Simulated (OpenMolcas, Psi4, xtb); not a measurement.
GaF (SMILES [F][Ga]): methods side by side

GaF has 2 atoms, charge 0, and is taken as a singlet. As SMILES, `[F][Ga]`. Geometry: relaxed at PBE0-D4/def2-TZVP.

```xyz
2

F     0.0000    0.0000    0.0063
Ga    0.0000    0.0000    1.7929
```

Each level gives the electronic atomisation energy (eV). The values are calculated. Electronic energies at fixed atoms, without zero-point motion or spin-orbit coupling.

```tsv
level	kind	program	value (eV)	less CCSD(T)/def2-TZVPPD	CPU time (all runs)
GFN2-xTB	semi-empirical	xtb	9.19	+3.14	under 2 s
HF/def2-TZVPPD	Hartree–Fock	OpenMolcas	4.23	-1.82	12 s
SVWN5/def2-TZVPPD	LDA	OpenMolcas	7.20	+1.15	19 s
BLYP/def2-TZVPPD	GGA	OpenMolcas	6.22	+0.17	25 s
revPBE/def2-TZVPPD	GGA	OpenMolcas	6.03	-0.02	24 s
r2SCAN/def2-TZVPPD	meta-GGA	OpenMolcas	6.13	+0.08	53 s
M06-2X/def2-TZVPPD	hybrid meta-GGA	OpenMolcas	6.08	+0.03	30 s
HSE06/def2-TZVPPD	range-separated hybrid	Psi4	5.98	-0.07	65 s
CCSD(T)/def2-TZVPPD	coupled cluster or CI	Psi4	6.05	0.00	75 s
```

CCSD(T)/def2-TZVPPD is the highest level here, not the true value. All-electron rows without a relativistic Hamiltonian named are non-relativistic. The values span 4.23 to 9.19 eV. The xTB rows lack spin polarisation, so open shells miss the exchange term that lowers them. In the correlated wave-function rows the outer d shell of Ga is correlated, in sets not made for it. CPU times are rough (shared hosts, several kinds of processor): they show what a rung costs within a factor of a few.
